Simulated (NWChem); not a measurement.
C3H3 cation

```xyz
6

C      0.0000     0.0000    -1.3389
C      0.0000     0.0000    -0.1036
C      0.0000     0.0000     1.2444
H      0.0000     0.0000    -2.4262
H      0.0000     0.9468     1.8076
H      0.0000    -0.9468     1.8076
```
Atoms are numbered in this order, from 1.

Results from NWChem. All runs use the structure optimised with PBE0/def2-SVP. Vertical excitations in the gas phase.

Q: Estimate the computed values for PBE0/aug-cc-pVDZ, TDA. Quantities: lowest excitation, singlet (eV); oscillator strength of that lowest state; lowest state with f > 0.02, singlet (eV); oscillator strength of that bright state; orbital gap (eV).

A: 
| Quantity | Result |
|---|---|
| lowest excitation, singlet (eV) | 2.23 |
| oscillator strength of that lowest state | 0.000 |
| lowest state with f > 0.02, singlet (eV) | 5.76 |
| oscillator strength of that bright state | 0.139 |
| orbital gap (eV) | 4.30 |
